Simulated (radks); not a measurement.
Question: The mean radii <r> (bohr) of the occupied orbitals of an atom or ion are listed with their occupations. Calculated with a radial shooting solver on a logarithmic mesh with Libxc functionals: Dirac Kohn-Sham, BLYP, spin-unpolarised, spherical densities, finite nucleus; Fermi nuclear charge, rms radius of each element as measured or else 0.836 A^(1/3) + 0.57 fm.

| orbital | occ. | <r> |
|---|---|---|
| 1s1/2 | 2 | 0.02905 |
| 2s1/2 | 2 | 0.1235 |
| 2p1/2 | 2 | 0.1043 |
| 2p3/2 | 4 | 0.1095 |
| 3s1/2 | 2 | 0.3030 |
| 3p1/2 | 2 | 0.2886 |
| 3p3/2 | 1 | 0.2965 |

Name the element and its charge. Open shells, if any, fill j = l - 1/2 first.

Answer: Z = 50, tin, charge +35: Sn35+ in [Ne] 3s2 3p3. The 1s radius gives Z: for a bare nucleus <r> = (2 gamma + 1)/(2Z) with gamma = sqrt(1 - (Z/c)^2), 0.02862 bohr for Z = 50, and screening makes it slightly larger (0.02905 here). The occupations add up to 15, and the charge is Z minus that.
